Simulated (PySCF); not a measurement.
# Working out the ionisation energy of Pd²⁺

Pd²⁺ [Kr] 4d8 (3F) → Pd³⁺ [Kr] 4d7 (4F). Computed with PySCF 2.14 in aug-cc-pwCVDZ-PP with ECP28MDF, with a scalar-relativistic core potential. Frozen: nothing. Energies in hartree (1 hartree = 27.21139 eV):

```csv
part,Pd²⁺ (lower),Pd³⁺ (upper)
UHF,-125.739965,-124.598015
CCSD correlation,-0.460808,-0.416621
(T),-0.009196,-0.006992
```

Q: What does Hartree-Fock give?

A: (-124.598015) − (-125.739965) = 1.141950 hartree = 31.074 eV.

Q: What do CCSD and CCSD(T) give?

A: The CCSD correlation energies differ by 0.044187 hartree = 1.202 eV and the triples by 0.002204 hartree = 0.060 eV, so CCSD gives 32.276 eV and CCSD(T) 32.336 eV.

Reference: 32.93 eV (semi-empirical (NIST evaluation); NIST Atomic Spectra Database, ionization energies), between the lowest levels; spin-orbit coupling is absent from the calculation.

A double-zeta basis recovers only part of the correlation energy.

What remains against the reference includes basis incompleteness and higher excitations.
